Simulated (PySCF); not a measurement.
Atom-mapped SMILES (the numbers label the heavy atoms): `[CH2:1]=[C:2]([S-:3])[Br:4]`. Each H is labelled by its parent atom. Ha(C1) is cis to S3; Hb(C1) is trans to S3.

Geometry: PBE0-D3(BJ)/def2-SVP; GIAO absolute shieldings from PySCF, gas phase, non-relativistic, averaged over equivalent atoms.

At PBE0/pcSseg-1 (109 basis functions, 6.6 s wall time on 1 thread of an Arm Neoverse V1, shared host):
| atoms | σ (ppm) |
| --- | --- |
| C2 | -9.0 |
| C1 | 89.4 |
| S3 | 359.3 |
| Br4 | 1687.2 |
| Ha(C1) | 27.49 |
| Hb(C1) | 27.52 |

Task: Predict the values at mPW1PW91/pcSseg-2 on the same geometry.

Result: 
| atoms | σ at mPW1PW91/pcSseg-2 | change |
| --- | --- | --- |
| C2 | -18.1 | -9.1 |
| C1 | 86.2 | -3.2 |
| S3 | 358.8 | -0.5 |
| Br4 | 1692.7 | +5.5 |
| Ha(C1) | 27.16 | -0.33 |
| Hb(C1) | 27.39 | -0.13 |

The largest change is at C2 (fully substituted alkene carbon). Cost: 206 basis functions, 14 s wall time on 1 thread of an Arm Neoverse V1, shared host.

The calculation has no spin–orbit term, so carbons bonded to Br come out too deshielded (the heavy-atom effect is absent).
